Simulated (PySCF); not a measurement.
```xyz
4
charge 0 multiplicity 1, angstrom
Pb    0.0000    0.0000    0.2578
O     0.0000    0.0000    2.1550
Cl    1.8396    0.0000   -1.2728
Cl   -1.8396    0.0000   -1.2728
```

These are results of PBE0/[Pb def2-TZVP with ECP60, O def2-TZVP, Cl def2-TZVP], scalar-relativistic core potentials, density fitting, no spin–orbit coupling, PySCF, not measurements.

This geometry of PbOCl2 is a stationary point at this level.

(1) What is the point group?

(2) Is it a minimum?

(3) Give the atomic charges and bond orders.

(4) Give the ideal-gas entropy at 298.15 K and 1 bar by parts.

(5) What is the atomisation energy, with and without zero-point energy?

Answers

(1) C2v.

(2) Yes: all harmonic wavenumbers are real.

(3) 
```tsv
atom	Mulliken	Löwdin	polar tensor	Mayer order to Pb1
Pb1	1.13	0.33	1.66	–
O2	-0.55	-0.40	-0.59	1.58
Cl3,4	-0.29	0.04	-0.53	0.92
```

(4) translation 179.7, rotation 112.8, vibration 54.5, spin 0.0; total 347.0 J/(mol K).

(5) 828 kJ/mol without, 818 kJ/mol with.

This need not be the most stable arrangement of these atoms. No spin–orbit coupling is included, which matters more the heavier the element.
